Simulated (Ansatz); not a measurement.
Cost and result for the atomization energy of Cl3FH2SSi2, SMILES `F[Si](Cl)(Cl)S[SiH2]Cl` (9 atoms, 8 bonds).

| atom | x (Å) | y (Å) | z (Å) |
| --- | --- | --- | --- |
| F1 | 0.291 | -1.863 | 0.313 |
| Si2 | 1.268 | -0.664 | 0.651 |
| Cl3 | 1.009 | -0.221 | 2.606 |
| Cl4 | 3.171 | -1.276 | 0.349 |
| S5 | 0.885 | 0.969 | -0.620 |
| Si6 | -1.228 | 0.765 | -0.894 |
| Cl7 | -2.259 | 0.940 | 0.862 |
| H8 | -1.561 | -0.544 | -1.488 |
| H9 | -1.577 | 1.895 | -1.780 |

Charge 0, multiplicity 1. All single points use the PBE0-D4/def2-TZVP geometry. It is one conformer, not always the lowest. Program: Ansatz. All runs use 2 threads of an AMD EPYC 7R13 on a shared host and a share of an NVIDIA H100 80 GB. Times are those of one run each, without the atoms' runs, and a repeat can differ threefold. Electronic energies, without spin–orbit coupling; frozen cores. CCSD(T)/CBS adds CCSD(T) − MP2 in def2-TZVPP to the MP2 limit, and its time is that of the two runs behind it. T1 = 0.011. B3LYP takes the VWN-RPA correlation (the form of Gaussian; ORCA's B3LYP/G).

CCSD(T)/CBS is a level of theory with its own doubt, some kJ/mol a heavy atom from the limit and from the frozen cores, so smaller differences don't rank the functionals.

```json
{"level": "PBE-D4/def2-TZVPP (with forces)", "functions": "311", "wall time": "4.8 s", "atomization (kJ/mol)": "3129.8", "difference from CCSD(T)/CBS": "21.7", "per bond": "2.7"}
{"level": "MP2/def2-QZVPP", "functions": "537", "wall time": "7.5 s", "atomization (kJ/mol)": "3182.9", "difference from CCSD(T)/CBS": "74.8", "per bond": "9.3"}
{"level": "ωB97M-V/def2-TZVPP (with forces)", "functions": "311", "wall time": "8 s", "atomization (kJ/mol)": "3123.3", "difference from CCSD(T)/CBS": "15.2", "per bond": "1.9"}
{"level": "PBE0-D4/def2-TZVPP", "functions": "311", "wall time": "8.5 s", "atomization (kJ/mol)": "3088.6", "difference from CCSD(T)/CBS": "-19.5", "per bond": "-2.4"}
{"level": "ωB97X-V/def2-TZVPP", "functions": "311", "wall time": "8.5 s", "atomization (kJ/mol)": "3125.3", "difference from CCSD(T)/CBS": "17.2", "per bond": "2.1"}
{"level": "B2PLYP/def2-TZVPP", "functions": "311", "wall time": "9 s", "atomization (kJ/mol)": "3017.6", "difference from CCSD(T)/CBS": "-90.5", "per bond": "-11.3"}
{"level": "B3LYP-D4/def2-TZVPP (with forces)", "functions": "311", "wall time": "9.5 s", "atomization (kJ/mol)": "3045.0", "difference from CCSD(T)/CBS": "-63.1", "per bond": "-7.9"}
{"level": "r2SCAN-D4/def2-TZVPP (with forces)", "functions": "311", "wall time": "9.5 s", "atomization (kJ/mol)": "3126.7", "difference from CCSD(T)/CBS": "18.6", "per bond": "2.3"}
{"level": "CCSD(T)/def2-TZVPP", "functions": "311", "wall time": "14 s", "atomization (kJ/mol)": "2985.4", "difference from CCSD(T)/CBS": "-122.7", "per bond": "-15.3"}
{"level": "CCSD(T)/CBS(def2)", "functions": "–", "wall time": "21 s", "atomization (kJ/mol)": "3108.1", "difference from CCSD(T)/CBS": "0.0", "per bond": "0.0"}
```

From PBE to PBE0 (25 % exact exchange), in def2-TZVPP and without D4, the atomization energy moves by −35.4 kJ/mol: exact exchange takes away binding that semilocal exchange gives to molecules. In def2-TZVPP, CCSD(T) changes the Hartree–Fock value by +706.2 kJ/mol (the triples alone add +63.9 kJ/mol) and MP2 by +830.6 kJ/mol; breaking electron pairs costs correlation energy, which Hartree–Fock lacks. The D4 term adds +72.6 kJ/mol with B3LYP and +38.4 kJ/mol with PBE0; it sums over pairs of atoms, weighted by their polarisabilities, and B3LYP, whose exchange is more repulsive, gets the larger term.
